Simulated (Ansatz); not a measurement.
BI2, SMILES I[B+]I, charge +1.

Geometry optimised at B3LYP-D3(BJ)/def2-TZVP. The def2 effective core potentials stand for the cores of I; spin–orbit coupling is left out.

Two levels are set side by side: PBE/def2-SVPD (Ansatz, a quantum-chemistry and plane-wave program) and ωB97X-V/def2-SVPD (Ansatz). Energy differences of separate SCF runs at the same geometry; the states with an electron removed or added have multiplicity 2 and 2. Differences are taken from unrounded values.

| quantity | ωB97X-V | PBE | PBE minus ωB97X-V |
|---|---|---|---|
| vertical ionisation energy (eV) | 15.97 | 15.55 | -0.42 |
| vertical electron affinity (eV) | 6.15 | 5.95 | -0.20 |
| vertical singlet–triplet gap (eV) | 4.16 | 3.74 | -0.42 |
